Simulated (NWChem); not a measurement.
# C₄H₇Cl; SMILES C/C=C(\C)Cl

```xyz
12

C      0.4369    -2.4048     0.0000
C      0.7334    -0.9312     0.0000
C     -0.1618     0.0602     0.0000
C     -1.6592    -0.0107     0.0000
Cl     0.4395     1.7358     0.0000
H      0.8814    -2.8867     0.8809
H     -0.6327    -2.6288     0.0000
H      0.8814    -2.8867    -0.8809
H      1.7872    -0.6612     0.0000
H     -2.0709     0.4927     0.8827
H     -2.0709     0.4927    -0.8827
H     -2.0070    -1.0468     0.0000
```
Atoms are numbered in this order, from 1.

Level: B3LYP/6-31G* (spherical d) (NWChem), optimised geometry, unscaled harmonic frequencies. 

Q: List the harmonic frequencies with IR intensities, and the thermochemistry.

A: 
```json
[
 {"frequency (cm⁻¹)": "137", "IR intensity (km/mol)": "0.6"},
 {"frequency (cm⁻¹)": "176", "IR intensity (km/mol)": "0.2"},
 {"frequency (cm⁻¹)": "232", "IR intensity (km/mol)": "0.2"},
 {"frequency (cm⁻¹)": "272", "IR intensity (km/mol)": "0.5"},
 {"frequency (cm⁻¹)": "349", "IR intensity (km/mol)": "0.4"},
 {"frequency (cm⁻¹)": "436", "IR intensity (km/mol)": "10.2"},
 {"frequency (cm⁻¹)": "443", "IR intensity (km/mol)": "3.0"},
 {"frequency (cm⁻¹)": "673", "IR intensity (km/mol)": "24.7"},
 {"frequency (cm⁻¹)": "859", "IR intensity (km/mol)": "18.1"},
 {"frequency (cm⁻¹)": "921", "IR intensity (km/mol)": "20.7"},
 {"frequency (cm⁻¹)": "1018", "IR intensity (km/mol)": "10.1"},
 {"frequency (cm⁻¹)": "1072", "IR intensity (km/mol)": "0.1"},
 {"frequency (cm⁻¹)": "1083", "IR intensity (km/mol)": "0.1"},
 {"frequency (cm⁻¹)": "1096", "IR intensity (km/mol)": "29.9"},
 {"frequency (cm⁻¹)": "1164", "IR intensity (km/mol)": "38.8"},
 {"frequency (cm⁻¹)": "1371", "IR intensity (km/mol)": "2.2"},
 {"frequency (cm⁻¹)": "1439", "IR intensity (km/mol)": "1.5"},
 {"frequency (cm⁻¹)": "1452", "IR intensity (km/mol)": "4.1"},
 {"frequency (cm⁻¹)": "1503", "IR intensity (km/mol)": "4.6"},
 {"frequency (cm⁻¹)": "1512", "IR intensity (km/mol)": "8.3"},
 {"frequency (cm⁻¹)": "1515", "IR intensity (km/mol)": "3.6"},
 {"frequency (cm⁻¹)": "1526", "IR intensity (km/mol)": "7.8"},
 {"frequency (cm⁻¹)": "1747", "IR intensity (km/mol)": "12.7"},
 {"frequency (cm⁻¹)": "3039", "IR intensity (km/mol)": "31.4"},
 {"frequency (cm⁻¹)": "3054", "IR intensity (km/mol)": "14.0"},
 {"frequency (cm⁻¹)": "3083", "IR intensity (km/mol)": "20.6"},
 {"frequency (cm⁻¹)": "3108", "IR intensity (km/mol)": "12.9"},
 {"frequency (cm⁻¹)": "3137", "IR intensity (km/mol)": "14.9"},
 {"frequency (cm⁻¹)": "3150", "IR intensity (km/mol)": "20.8"},
 {"frequency (cm⁻¹)": "3185", "IR intensity (km/mol)": "10.0"}
]
```

The zero-point energy is 62.5 kcal/mol. The thermal correction to the enthalpy at 298.15 K (with zero-point energy) comes out as 67.1 kcal/mol and the heat capacity Cv is 21.6 cal/(mol K). The entropy at 298.15 K and 1 atm (symmetry number 1) is 78.7 cal/(mol K) and the dipole moment comes out as 2.18 D.

Rigid rotor and harmonic oscillator.
